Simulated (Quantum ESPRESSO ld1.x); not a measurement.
Values are calculated unless marked as measured or tabulated.
These are the eigenvalues of the occupied orbitals of an atom or ion with whole-number occupations (eV). Level of theory: scalar-relativistic Kohn-Sham, PBEsol, spin-unpolarised, spherical densities, point nucleus (ld1.x of Quantum ESPRESSO 7.5).

1s: -41820.610
2s: -6747.879
2p: -6040.726
3s: -1475.888
3p: -1251.971
3d: -937.357
4s: -311.981
4p: -238.415
4d: -133.082
5s: -54.029
5p: -34.890
4f: -21.029
5d: -11.482
6s: -10.083

Which element is it, and in what charge state? The configuration may be excited.

Answer. Z = 59, praseodymium, charge +1: Pr+ in [Xe] 4f1 5d1 6s2. The list shows which subshells hold electrons but not how many an open one holds; the 1s level, -1536.9 hartree, gives Z - s = 55.4 by -(Z - s)^2/2, which with screening and relativity narrows Z to a few neighbours, and the depths of the outer levels then fix element, charge and occupations together.
